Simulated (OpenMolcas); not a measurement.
# AlBH2OF2 (SMILES O[B](F)[AlH][F]): methods side by side

AlBH2OF2 has 7 atoms, charge 0, and is taken as a singlet. SMILES: `O[B](F)[AlH][F]`. The coordinates come from a PBE0-D4/def2-TZVP relaxation. This is one conformer, not always the lowest.

```xyz
7

O     0.4623   -0.1665    1.7690
B     0.5118   -0.6756    0.5191
F     1.1708   -1.8248    0.3945
Al   -0.4115    0.3016   -1.1621
F    -1.1527    1.7131   -0.6978
H    -0.0199    0.6623    1.8250
H    -0.4996   -0.0782   -2.6933
```

Each level gives the dipole moment (D). The values are calculated.

```
                              level             kind     program  value (D)
    HF/6-31G* (spherical functions)     Hartree–Fock  OpenMolcas       1.00
 SVWN5/6-31G* (spherical functions)              LDA  OpenMolcas       0.71
  BLYP/6-31G* (spherical functions)              GGA  OpenMolcas       0.68
revPBE/6-31G* (spherical functions)              GGA  OpenMolcas       0.68
 M06-L/6-31G* (spherical functions)         meta-GGA  OpenMolcas       0.74
r2SCAN/6-31G* (spherical functions)         meta-GGA  OpenMolcas       0.75
M06-2X/6-31G* (spherical functions)  hybrid meta-GGA  OpenMolcas       0.78
 B3LYP/6-31G* (Cartesian functions)    global hybrid  OpenMolcas       0.71
```

The values span 0.68 to 1.00 D. Magnitudes only.
